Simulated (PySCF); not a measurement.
Assignment exercise: C3H7N3OSi

Numbering as in the mapped SMILES `[CH3:1][O:2][c:3]1[cH:4][n:5][n:6]([SiH3:7])[n:8]1`. Each H is labelled by its parent atom.

Computational details: coordinates at the GFN2-xTB level, shielding tensors at PBE0/pcSseg-1 (GIAO), in PySCF 2.14.0 with density-fitted response routines (single conformer, one averaged value for each set of equivalent atoms, relativity neglected, in vacuum).

Chemical shifts δ = σref − σ; $^{13}$C, $^{1}$H against TMS, all at this level.

**Question.** Assign these signals to the numbered atoms. $^{13}$C{$^{1}$H} NMR (computed): δ 172.7, 128.0, 58.1.

**Answer.** 
| δ (ppm) | atoms | environment | reason |
| --- | --- | --- | --- |
| 172.7 | C3 | aromatic carbon bearing oxygen | the electronegative substituent deshields the carbon that carries it |
| 128.0 | C4 | aromatic CH next to a ring nitrogen | – |
| 58.1 | C1 | methyl carbon bonded to O | deshielded by the electronegative neighbour |

**Question.** Assign these signals to the numbered atoms. $^{1}$H NMR (400 MHz, computed): δ 7.33 (s, 1H), 5.22 (s, 3H), 4.15 (s, 3H).

**Answer.** 
7.33 → H(C4), hydrogen on an aromatic CH next to a ring nitrogen: the ring current deshields protons in the ring plane
5.22 → H(Si7), hydrogen on a silicon bonded to N
4.15 → H(C1), hydrogen on a methyl carbon bonded to O: its carbon carries O, which withdraws density

Shifts are as computed. Against solution values, carbons near 30 ppm lie about +3 ppm off and those near 130 ppm about +5 ppm. Of 1211 compounds with measured shifts, 218 miss one by over three times the rms of a fit or turn the order of signals round; such compounds aren't used in these exercises. Multiplicities follow the n + 1 count of equivalent neighbours, as no J values were calculated; m marks all less simple cases, F and P coupling included.
